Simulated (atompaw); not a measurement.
# u(r) = r·R(r): atom against pseudo-atom (C (Z = 6))

Columns: radius, all-electron u(r) and pseudo u(r) of the 2s shell (level -32.62 eV) of carbon in the configuration [He] 2s2 2p0.5; PBEsol, scalar-relativistic, PAW (atompaw) scheme, atompaw 4.2.0.5.

```
r (bohr)  all-electron  pseudo
   0.096       -0.3629  0.1196
   0.192       -0.3556  0.2372
   0.288       -0.1930  0.3504
   0.385        0.0220  0.4582
   0.481        0.2338  0.5560
   0.577        0.4210  0.6431
   0.673        0.5753  0.7182
   0.769        0.6952  0.7800
   0.865        0.7816  0.8274
   0.962        0.8384  0.8598
   1.058        0.8689  0.8767
   1.154        0.8779  0.8795
   1.250        0.8699  0.8700
   1.346        0.8486  0.8486
   1.442        0.8174  0.8174
   1.538        0.7789  0.7789
   1.635        0.7352  0.7352
   1.731        0.6890  0.6890
   1.827        0.6415  0.6415
   1.923        0.5939  0.5939
   2.019        0.5471  0.5471
   2.115        0.5018  0.5018
   2.212        0.4581  0.4581
   2.308        0.4172  0.4172
   2.404        0.3788  0.3788
   2.500        0.3430  0.3430
```

Q: How many radial nodes do the two functions have?

A: The all-electron 2s function has n − l − 1 = 1; the pseudo-wave has 0, since the states of the same l below it are removed with the core.

Q: At about which radius was the pseudo-wave matched?

A: 1.30 bohr, where the columns begin to agree (steps of 0.10 bohr).

Q: Is the pseudo-wave norm-conserving?

A: No, it belongs to a PAW set: the norm inside the radius is not constrained, and the difference is carried by the augmentation charge.
